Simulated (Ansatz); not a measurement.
`C[N](C)[Zr]([F])([F])[NH]C(C)(C)C`, relaxed with RKS PBE0-D4/def2-TZVP in Ansatz from a GFN2-xTB geometry. The force threshold is 0.005 eV/Å; the program also tests the step.

The species carries charge 0 and has multiplicity 1. Zr takes the def2 core potential.

Start:

```xyz
27

C    -0.389    2.780    1.177
N    -0.071    2.598   -0.233
C    -1.000    3.367   -1.057
Zr   -0.417    0.679   -0.728
F    -0.326    0.562   -2.614
F    -2.188    0.360   -0.111
N     1.149   -0.323    0.047
C     0.689   -1.698    0.185
C    -0.153   -2.135   -1.057
C    -0.202   -1.754    1.442
C     1.872   -2.668    0.349
H    -0.251    3.834    1.472
H     0.292    2.164    1.779
H    -1.442    2.506    1.413
H    -2.061    3.075   -0.877
H    -0.914    4.445   -0.838
H    -0.753    3.214   -2.117
H     1.972   -0.316   -0.575
H     0.419   -1.943   -1.974
H    -1.104   -1.574   -1.098
H    -0.383   -3.200   -1.011
H    -0.654   -2.738    1.554
H    -0.990   -0.994    1.376
H     0.405   -1.543    2.322
H     2.466   -2.698   -0.563
H     2.509   -2.330    1.164
H     1.524   -3.674    0.572
```

(1) By how much does the energy fall, and how many steps does the optimiser take? (Best estimate.)

(2) Which bonds change most? (Estimate.)

(3) Give the relaxed structure. (Estimate.)

Answers

(1) The calculation gave: 1.17 eV, in 39 steps.

(2) The calculation gave: C8–C9 from 1.563 to 1.525 Å; Zr4–F5 from 1.892 to 1.924 Å; Zr4–F6 from 1.902 to 1.932 Å.

(3) Computed: 
```xyz
27

C    -1.092    2.209    1.060
N    -0.694    2.188   -0.322
C    -1.328    3.223   -1.106
Zr    0.560    1.023   -1.397
F     2.027    2.116   -1.993
F    -0.442    0.329   -2.896
N     1.275   -0.402   -0.146
C     0.669   -1.650    0.312
C    -0.781   -1.673   -0.161
C     0.713   -1.711    1.837
C     1.419   -2.845   -0.274
H    -0.847    3.169    1.536
H    -0.580    1.421    1.616
H    -2.176    2.058    1.172
H    -2.423    3.125   -1.106
H    -1.076    4.228   -0.738
H    -1.008    3.180   -2.157
H     2.229   -0.323    0.194
H    -0.844   -1.650   -1.253
H    -1.337   -0.819    0.241
H    -1.285   -2.581    0.176
H     0.265   -2.636    2.207
H     0.172   -0.867    2.271
H     1.746   -1.672    2.194
H     1.388   -2.818   -1.365
H     2.467   -2.831    0.037
H     0.981   -3.789    0.061
```
